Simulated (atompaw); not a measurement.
# Pseudopotential generation for nickel (Ni): PAW (atompaw), PBE, non-relativistic.

```
Element                 : nickel (Ni)
Generator               : atompaw 4.2.0.5
Type                    : PAW
Functional              : PBE
Relativity              : non-relativistic
Frozen core             : [Ne]
Valence charge          : 18
Reference configuration : 3s2 3p6 3d8 4s2 4p0
Partial waves           : 3s (bound): rc 1.35 bohr; 4s (bound): rc 1.40 bohr; 3p (bound): rc 1.30 bohr; 4p (bound, empty): rc 1.50 bohr; 3d (bound): rc 1.85 bohr; 3d channel at -1.1 Ry: rc 1.85 bohr
Local potential         : bessel scheme, radius 1.60 bohr
Core correction         : smooth core density matched at 1.15 bohr
Augmentation charge     : sinc compensation charge, radius 1.55 bohr; PAW radius 1.85 bohr; waves and projectors: custom rrkj vanderbiltortho
```

* Cutoffs needed: 55 Ry and 90 Ry (the cutoffs (Ry, on a coarse ladder) from which the occupation-weighted sum of valence levels, in a spherical-Bessel basis at the reference potential, stays within 10 and 1 mRy of its value at 400 Ry)
* Ghost test: no extra level below or beside the all-electron valence levels (s, p, d, f tested) (spherical-Bessel basis up to 400 Ry, 20 bohr box)
* Lowest eigenvalue of the overlap operator: 0.09 (p channel)
* Overlap eigenvalues printed by atompaw (projector basis): 0.135, 0.191, 1.39, 19.7, 69.7, 1.34e+06
* Share of each valence orbital outside the PAW sphere: 3s 0 %, 4s 82 %, 3p 1 %, 4p 95 %, 3d 9 %
